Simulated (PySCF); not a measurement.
Compound: BH₈OPSi₂.
SMILES with atom numbers: `[BH2:1][PH:2][SiH2:3][O:4][SiH3:5]` (hydrogens: H6, H7 on B1; H8 on P2; H9, H10 on Si3; H11, H12, H13 on Si5)

Level of theory: PBE0-D3(BJ)/def2-SVP geometry optimisation, gas phase (PySCF).

**Question.** What internal coordinates does the optimisation give?

**Answer.** 
| bond | length (Å) | order |
| --- | --- | --- |
| B1–P2 | 1.847 | single |
| P2–Si3 | 2.240 | single |
| Si3–O4 | 1.655 | single |
| O4–Si5 | 1.663 | single |
| B1–H6, B1–H7 | 1.206 | single |
| P2–H8 | 1.418 | single |
| Si3–H9, Si3–H10 | 1.490 | single |
| Si5–H11, Si5–H12, Si5–H13 | 1.492 | single |

Bonds in one row agree within 0.01 Å and their mean is given. Orders are formal, as drawn. A selection of angles:
| angle | degrees |
| --- | --- |
| P2–B1–H6 | 120.3 |
| P2–B1–H7 | 118.2 |
| H6–B1–H7 | 121.0 |
| B1–P2–Si3 | 107.6 |
| B1–P2–H8 | 108.3 |
| Si3–P2–H8 | 106.6 |
| P2–Si3–O4 | 110.3 |
| P2–Si3–H9 | 112.2 |
| P2–Si3–H10 | 104.9 |
| O4–Si3–H9 | 107.2 |
| O4–Si3–H10 | 111.1 |
| H9–Si3–H10 | 111.3 |
| Si3–O4–Si5 | 142.3 |
| O4–Si5–H11 | 107.9 |
| O4–Si5–H12 | 110.1 |
| H11–Si5–H12 | 109.8 |

Torsions: B1–P2–Si3–O4 160° (antiperiplanar); P2–Si3–O4–Si5 -41° (synclinal). The mirror-image conformer, all signs reversed, is as good.

O4 (siloxane oxygen) is bent (angle 142.3°). P2 (three-coordinate phosphorus) is pyramidal (angles 108.3°, 107.6° and 106.6°, sum 322.5°, 0.64 Å off the plane of its three neighbours). Si5 (oxygen-bound silicon) is tetrahedral (angles from 107.9° to 110.2°). B1 (three-coordinate boron) is planar (angles 121.0°, 120.3° and 118.2°, sum 359.6°, 0.05 Å off the plane of its three neighbours). Si3 (oxygen-bound silicon) is distorted tetrahedral (angles from 104.9° to 112.2°).

Point group: C1 (no symmetry element, even within 0.4 Å). PBE0-D3(BJ)/def2-SVP frequencies: not computed here. The numbers are those of one conformer (H–B1–P2–Si3 143° and -44°, B1–P2–Si3–O4 160°, P2–Si3–O4–Si5 -41°).

The run took 24 s of wall time on AMD EPYC 9R45, one thread, shared host, and the process peaked at 0.61 GiB of memory. That covers the optimisation of the geometry.
